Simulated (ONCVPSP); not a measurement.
**Potentials for boron compared**

Generated with ld1.x 7.5 (TM, RRKJ, ultrasoft, PAW), atompaw 4.2 or ONCVPSP 4.0.1. The cutoff is in Ry: for ld1.x and atompaw files where the sum of valence levels is converged to 10 mRy in a Bessel basis, for ONCV files where the hardest occupied wave has 1 mHa per electron of residual kinetic energy. The error is the largest all-electron minus pseudo excitation energy over each file’s own four to seven test configurations (ionisations up to +4, promotions, holes and added fractions of an electron), all of which were solved. The labels leave out finer settings (local radius, basis sizes, second energies), which also bear on the numbers. Spin-polarised tests are not counted. The rows are a selection from randomly drawn settings: files with unsolved tests, undetermined cutoffs or missed reference levels are left out.

A true bound ghost makes a file unfit for plane-wave use even where its test errors are small: the radial tests pick states by their node count and pass the ghost by.

```csv
potential,cutoff (Ry),largest error (meV),bound ghosts
"ONCV, PBEsol, scalar-relativistic, rc 1.30/3.75/3.35 (spd), local smoothed, core correction yes, reference 2s2 2p1, qcut 5.9/4.3/2.7, projectors 1/1/2",25,+463,none
"ONCV, LDA (Perdew-Wang 92), scalar-relativistic, rc 1.30/3.40 (sp), local s, core correction yes, reference 2s2 2p1, qcut 5.9/4.8, projectors 0/1",25,+340,none
"ONCV, PBE, scalar-relativistic, rc 1.60/3.75/3.00 (spd), local smoothed, core correction no, reference 2s2 2p1, qcut 4.7/3.5/3.1, projectors 2/2/2",18,+512,none
"ONCV, PBE, scalar-relativistic, rc 1.65/2.60/2.10 (spd), local smoothed, core correction yes, reference 2s2 2p1, qcut 4.4/4.7/4.3, projectors 3/2/2",18,+193,s
"ONCV, PBE, scalar-relativistic, rc 1.25/2.55 (sp), local s, core correction yes, reference 2s2 2p1, qcut 5.5/6.7, projectors 0/2",24,+136,none
```

Q: Fill in the row for B: ONCV, PBE, non-relativistic, rc 1.45/2.75/2.90 (spd), local smoothed, core correction yes, reference 2s2 2p1, qcut 4.3/5.5/2.9, projectors 2/2/2.

A: cutoff 24 Ry, largest error +143 meV, bound ghosts: none.

Q: Fill in the row for B: ONCV, LDA (Perdew-Wang 92), scalar-relativistic, rc 1.20/2.10 (sp), local smoothed, core correction no, reference 2s2 2p0.5, qcut 6.2/5.2, projectors 2/2.

A: cutoff 25 Ry, largest error +111 meV, bound ghosts: none.

Q: Fill in the row for B: ONCV, PBE, scalar-relativistic, rc 1.50/1.95 (sp), local smoothed, core correction yes, reference 2s1 2p2, qcut 4.4/4.4, projectors 2/2.

A: cutoff 19 Ry, largest error +233 meV, bound ghosts: none.
